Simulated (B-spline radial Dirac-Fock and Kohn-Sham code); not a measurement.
Auger decay of the K hole in Eu⁺

System: the Eu⁺ ion, configuration [Xe] 4f6 6s2 (an excited configuration).

The computed values come from a radial atomic solver: one-electron (LDA, Dirac) transition rates at Dirac-Fock energies. Kinetic energies are configuration averages from the vacuum level; the two-hole energies are estimated from single-hole states. The rates lack the Breit term, which in heavy atoms raises K-L1L1 and K-L1L2.

```csv
transition,kinetic energy (eV),width (meV),share (%)
K-L1L1,32205.7,95.2,6.9
K-L1L2,32654.2,127,9.2
K-L1L3,33302.8,145,10.5
K-L2L3,33705.7,347,25.2
K-L3L3,34351.8,157,11.4
K-L1M1,38565.2,35.7,2.6
K-L1M3,38883.3,30.2,2.2
K-L2M3,39320.1,60.8,4.4
K-L3M2,39824.6,57.6,4.2
K-L3M3,39964.1,55.9,4.1
```

The listed channels hold 81 % of the non-radiative rate. Summed by principal shells, of 1.38 eV in all: KLL 64.3 %, KLM 25.4 %, KLN 5.6 %, KMM 2.4 %, KMN 1.1 %, KLO 0.8 %.
